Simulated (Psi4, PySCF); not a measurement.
PySCF was given this input:
```python
from pyscf import gto, scf, cc

mol = gto.Mole()
mol.atom = '''
    C    -0.241744    0.214389    0.004552
    O     0.230380    1.315484    0.012491
    O    -1.279745   -0.382174    0.007296
    C     1.023874   -0.905434   -0.019249
    H     1.949220   -0.345411   -0.021383
    H     0.884572   -1.497373    0.876178
    H     0.868348   -1.477429   -0.924909
'''
mol.basis = 'sto-3g'
mol.charge = 0
mol.spin = 1
mol.verbose = 3
mol.build()

mf = scf.UHF(mol)
mf.kernel()

mycc = cc.CCSD(mf, frozen=4)
mycc.kernel()
et = mycc.ccsd_t()
print('E(CCSD(T)) = %.10f' % (mycc.e_tot + et))
```

Give the equivalent Psi4 input.

This is not unique; one that fits is 
```
memory 2 GB

molecule mol {
0 2
C    -0.241744    0.214389    0.004552
O     0.230380    1.315484    0.012491
O    -1.279745   -0.382174    0.007296
C     1.023874   -0.905434   -0.019249
H     1.949220   -0.345411   -0.021383
H     0.884572   -1.497373    0.876178
H     0.868348   -1.477429   -0.924909
}

set {
  basis sto-3g
  reference uhf
  freeze_core true
  mp2_type conv
  scf_type pk
  puream true
  d_convergence 1e-8
}

energy('ccsd(t)')
print_variables()
```

Both were run: PySCF gave -224.383621 Eh and Psi4 -224.383621 Eh, 0.000 mEh apart.
